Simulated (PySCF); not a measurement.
NbO₂Br, SMILES [O]=[Nb]([Br])=[O], multiplicity 1. The structure is a stationary point at B3LYP-D3(BJ)/def2-SVP. The spin state was assumed, not searched. The def2 effective core potentials stand for the cores of Nb; spin–orbit coupling is left out.

Computed equilibrium geometry at B3LYP-D3(BJ)/def2-SVP (PySCF confirms it by a frequency run) as a Z-matrix, and its point group:
point group Cs.
```
Nb
O 1 1.7109
O 1 1.7109 2 106.85
Br 1 2.4978 2 114.54 3 127.96
```
Charge 0, spin multiplicity 1.
